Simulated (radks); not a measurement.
Hf4+, configuration [Xe] 4f14.

All-electron calculation, scalar-relativistic Kohn-Sham, r2SCAN, spin-polarised, spherical densities, finite nucleus; meta-GGA in the generalised Kohn-Sham scheme; Fermi nuclear charge, rms radius 5.347 fm. Program: a radial shooting solver on a logarithmic mesh with Libxc functionals.

Energy parts (eV):
| part | energy |
|---|---|
| total | -410210.84 |
| kinetic | 449352.42 |
| electron-nucleus | -1009104.44 |
| Hartree | 157895.40 |
| exchange-correlation | -8354.22 |

Orbitals (lengths in bohr, moments of r in powers of bohr; r(max) is where P^2 peaks):
orbital  occ.  eigenvalue (eV)   r(max)
1s          2        -65395.75  0.01190
2s          2        -11243.26  0.06804
2p          6        -9875.150  0.05567
3s          2        -2602.920   0.1919
3p          6        -2192.195   0.1896
3d         10        -1705.251   0.1548
4s          2        -562.5190   0.4375
4p          6        -427.2102   0.4582
4d         10        -251.4306   0.4713
5s          2        -109.5868    1.015
5p          6         -76.7636    1.149
4f         14         -58.0417   0.4559
5d          0         -38.0662    1.493
6s          0         -33.3293    2.436

The highest occupied level is 4f at -58.042 eV. For comparison, the ionisation energy in NIST's Atomic Spectra Database is 68.37 eV (semi-empirical). In exact Kohn-Sham theory the highest level is minus the ionisation energy, but local and semilocal functionals leave it too shallow, through self-interaction and a potential that decays too fast; potentials with the right tail come closer.

Run on one thread of a shared host, so times are rough (Arm Neoverse V2): 0.26 s of CPU time, 0.26 s wall, 13 iterations on 2228 mesh points.
